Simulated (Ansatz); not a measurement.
Pulling on the B1–O2 bond in BO (multiplicity 2 held). Energies count from the point at 1.202 Å.


Restricted levels (R-, RO-) in cc, def2 and unpolarised 6-31G sets keep to the state of the molecule at rest. Unrestricted levels (U-) break spin symmetry where that is lower. Full CI gives the lowest state of the spin. Levels need not reach the same state.

Correlated levels freeze the cores.

Codes used: Ansatz (Gaussian orbitals). Values without a source in brackets are computed.

Question: What energy at R = 4.808 Å does U-MP2/6-31G give?

Answer: 172.0 kcal/mol

Question: Estimate the energy at R = 4.808 Å that RO-MP2/6-31G returns for this input.

Answer: 240.5 kcal/mol

Question: Predict the energy at R = 4.808 Å from FCI/6-31G.

Answer: 160.6 kcal/mol

Doubts at one or more of the structures used: a restricted determinant that unrestricted orbitals would lower (RO-MP2/6-31G); a spin-contaminated determinant (U-MP2/6-31G).

Ansatz is a first-principles code.
